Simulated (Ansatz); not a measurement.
Job for Ansatz (an electronic-structure program): R-CCSD(T)/def2-SVP on H3NOSn (SMILES [NH2][Sn][OH]), a point of a torsion scan. Elements past Kr take the def2 small-core potentials; no spin–orbit coupling. The run froze 11 orbitals, filled d shells among them.

Ansatz 0.2 input:
```yaml
crystal:
  periodic: [false, false, false]
  atoms:
    - {symbol: N, position_ang: [-1.20945969, -0.03797320, 0.18422219]}
    - {symbol: Sn, position_ang: [0.44426373, -1.14624834, 0.72169155]}
    - {symbol: O, position_ang: [1.82249621, -0.12335394, -0.37498053]}
    - {symbol: H, position_ang: [-2.15955766, -0.17052707, 0.50228437]}
    - {symbol: H, position_ang: [-1.21631933, 0.74395572, -0.45744786]}
    - {symbol: H, position_ang: [1.77924187, 0.80154868, -0.60317154]}
basis:
  gaussian:
    orbitals: def2-SVP
magnetization: {spin_polarized: false}
correlation: {method: ccsd_t, electrons: outside_noble_gas}
scf: {lower_state_search: off}
```

Predict the final total energy.

-344.7939 hartree (reference determinant -344.3238, T1 diagnostic 0.021).
